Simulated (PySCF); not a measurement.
**Structure from 2D NMR**

Compound of formula C4H7Cl2PSi. Correlations simulated from computed shifts and the bond graph:

HSQC (one-bond C–H):
```csv
δH,δC
2.97,42.3
2.95,42.3
2.66,28.8
2.45,28.8
```

COSY cross peaks (H two or three bonds apart, from the bond graph; peaks can be absent where the dihedral angle is near 90°):
```csv
δH,δH
5.63,1.66
2.97,2.95
2.97,2.66
2.97,2.45
2.95,2.66
2.95,2.45
2.66,2.45
```

HMBC (two and three bonds, from the bond graph):
```csv
δH,δC
5.63,"160.2, 150.4, 28.8"
2.97,"160.2, 150.4, 28.8"
2.95,"160.2, 150.4, 28.8"
2.66,"160.2, 150.4, 42.3"
2.45,"160.2, 150.4, 42.3"
1.66,150.4
```

Carbons without hydrogens: δ 160.2, 150.4.

No relativistic terms, one computed conformer, in vacuum, one averaged value for each set of equivalent atoms. Geometry: GFN2-xTB; PBE0/pcSseg-1 with gauge-including orbitals; PySCF 2.14.

Chemical shifts δ = σref − σ; TMS for 1H (31.72 ppm), 13C (186.93 ppm), all at this level.

Exchangeable hydrogens are left out of these lists.

Assemble the structure.

Results:

SMILES P[Si@H](Cl)C1=C(Cl)CC1.

Mapped SMILES: `[PH2:1][Si@H:2]([Cl:3])[C:4]1=[C:5]([Cl:6])[CH2:7][CH2:8]1`; H(Xn) means a hydrogen on atom n. Ha(C7), Ha(C8) are pro-R; Hb(C7), Hb(C8) are pro-S.

- δC 160.2 is C5, a fully substituted alkene carbon.
- δC 150.4 is C4, a fully substituted alkene carbon.
- δC 42.3 is C7, an allylic sp3 CH2 (δH 2.95, 2.97).
- δC 28.8 is C8, an allylic sp3 CH2 (δH 2.66, 2.45).
- HMBC from δH 5.63 reaches the proton-free carbons C5, C4.
- HMBC from δH 2.97 reaches the proton-free carbons C5, C4.
- HMBC from δH 2.95 reaches the proton-free carbons C5, C4.
- HMBC from δH 2.66 reaches the proton-free carbons C5, C4.
- COSY links 5.63–1.66, 2.97–2.95, 2.97–2.66, 2.97–2.45, 2.95–2.66, 2.95–2.45.

The shifts were computed for this structure.

Carbons that carry Cl, above all several Cl atoms, come out too deshielded, partly because spin–orbit coupling is missing. Shifts are as computed. Against solution values, carbons near 30 ppm lie about +3 ppm off and those near 130 ppm about +5 ppm; carbons on Cl a further +6 ppm. Of 1211 compounds with measured shifts, 218 miss one by over three times the rms of a fit or turn the order of signals round; such compounds aren't used in these exercises.
